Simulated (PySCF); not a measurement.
# What a mistake does to a calculation on CH7N2Si

These are calculations, not measurements. They come from PySCF 2.14.0, an open-source quantum chemistry program, on an isolated molecule that a program drew, which may never have been made. The molecule is CH7N2Si (charge 0, doublet), drawn as the SMILES string `CN[SiH]N`.

Each row is a Hartree-Fock (HF) and frozen-core CCSD(T) single point in the cc-pV(D+d)Z basis, meant for a local HF minimum. Run 1 is clean. Each other run has one planted mistake out of seven kinds, and not every kind appears here: one electron removed, one electron added, multiplicity raised by two, geometry at a saddle point, minimal basis STO-3G, one bond length entered in bohr, all coordinates scaled. The reference is restricted for singlets and unrestricted otherwise, and also for a bond in bohr. Adding or removing an electron swaps singlet and doublet. Electrons count all cores. HOMO and LUMO are orbital energies over both spins, the gradient is its largest component, and the lowest frequency (negative if imaginary) is given only where the gradient is small. Bond lengths are over the 10 bonds as drawn. T1 is the CCSD diagnostic: over 0.02 (restricted) or 0.045 (unrestricted) a single reference is doubtful.

Geometry of the clean run:
```xyz
11
CH7N2Si, angstrom
C    -0.4106    0.0299    0.2297
N     0.6241   -0.6066   -0.5623
Si    1.3370   -2.1365   -0.2423
N     1.9344   -2.1154    1.3738
H    -0.2706    1.1140    0.2563
H    -1.4201   -0.1707   -0.1461
H    -0.3574   -0.3324    1.2560
H     0.6473   -0.2883   -1.5126
H     2.3509   -2.3009   -1.3275
H     2.5936   -1.4121    1.6567
H     2.1075   -2.9787    1.8515
```

| run | electrons | basis functions | <S^2> | HOMO (eV) | LUMO (eV) | gradient (hartree/bohr) | lowest frequency (cm^-1) | mean bond (Å) | longest bond (Å) | T1 | HF (hartree) | CCSD(T) (hartree) | mistake |
|---|---|---|---|---|---|---|---|---|---|---|---|---|---|
| 1 | 41 | 100 | 0.755 | -7.79 | 2.67 | 1.6e-05 | 129 | 1.2673 | 1.723 | 0.0141 | -439.78933 | -440.42347 | no fault |
| 2 | 41 | 100 | 1.461 | -7.94 | 2.37 | 2.9e-02 | - | 1.3646 | 2.066 | 0.0540 | -439.66753 | -440.30103 | one bond length entered in bohr |
| 3 | 41 | 31 | 0.752 | -5.22 | 6.69 | 2.4e-02 | - | 1.2673 | 1.723 | 0.0140 | -434.52931 | -434.75056 | minimal basis STO-3G |
| 4 | 41 | 100 | 0.754 | -7.41 | 3.07 | 5.8e-02 | - | 1.2001 | 1.632 | 0.0125 | -439.75443 | -440.37633 | all coordinates scaled |
| 5 | 40 | 100 | 0.000 | -16.00 | -5.79 | 9.8e-02 | - | 1.2673 | 1.723 | 0.0231 | -439.53810 | -440.18131 | ? |

**Which mistake was planted in run 5, and what did it cost?**

It counts 40 electrons, one fewer than the clean run, at the same geometry and basis. So the mistake is: one electron removed. Subtracting run 1 and multiplying by 627.51 kcal/mol a hartree, the energy moved by 157.6 kcal/mol in HF and 152.0 kcal/mol in CCSD(T).

Cautions from the logs. Run 2: T1 is over the limit, so its CCSD(T) energy is less reliable; run 5: T1 is over the limit, so its CCSD(T) energy is less reliable.
